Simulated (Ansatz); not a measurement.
C₂H₁₀N₂Si, SMILES `CN[SiH2]NC`. Total charge 0; spin multiplicity 1.

Cartesian coordinates in Å:
```
C -2.2297 1.3099 0.8727
N -1.0472 0.9990 0.1029
Si -0.2424 -0.5100 0.0783
N 1.4168 -0.2222 -0.2213
C 2.3182 -1.1235 -0.9015
H -3.1607 1.2162 0.2992
H -2.1855 2.3261 1.2781
H -2.3000 0.6251 1.7208
H -0.8787 1.6338 -0.6617
H -0.6180 -1.1219 1.3900
H -0.6212 -1.4847 -0.9907
H 1.8816 0.4744 0.3397
H 1.7429 -1.7959 -1.5420
H 3.0158 -0.5783 -1.5458
H 2.9081 -1.7481 -0.2187
```

Task: What are the harmonic wavenumbers in cm⁻¹ at PBE0-D4/def2-TZVP (Ansatz, finite differences of forces, unscaled)? (An estimate is asked.)

Result: Ansatz gave: 64, 93, 143, 156, 176, 294, 334, 455, 490, 661, 717, 789, 813, 917, 990, 1098, 1103, 1147, 1148, 1158, 1171, 1410, 1414, 1456, 1457, 1487, 1487, 1519, 1519, 2157, 2175, 3007, 3008, 3061, 3061, 3113, 3113, 3621, 3621.

Task: Is this a minimum?

Result: Yes, all 39 modes are real.

Task: Give the ideal-gas thermochemistry at 298.15 K and 1 bar (rigid rotor, harmonic oscillator; point group C2, symmetry number 2).

Result: Zero-point energy 332.6 kJ/mol; H(298) − E = 356.7 kJ/mol; entropy 360.1 J/(mol·K), of which translation 165.0, rotation 105.1, vibration 90.0; G(298) − E = 249.3 kJ/mol. Modes under 100 cm⁻¹ are hindered rotations or soft bends, so the harmonic entropy is rough.

Task: And at 400, 500, 600, 800 and 1000 K?

Result: 
```json
{"T (K)": "400", "H − E (kJ/mol)": "370.7", "S (J/mol/K)": "400.5", "G − E (kJ/mol)": "210.5"}
{"T (K)": "500", "H − E (kJ/mol)": "387.3", "S (J/mol/K)": "437.3", "G − E (kJ/mol)": "168.6"}
{"T (K)": "600", "H − E (kJ/mol)": "406.2", "S (J/mol/K)": "471.8", "G − E (kJ/mol)": "123.1"}
{"T (K)": "800", "H − E (kJ/mol)": "449.9", "S (J/mol/K)": "534.3", "G − E (kJ/mol)": "22.4"}
{"T (K)": "1000", "H − E (kJ/mol)": "499.5", "S (J/mol/K)": "589.6", "G − E (kJ/mol)": "-90.1"}
```
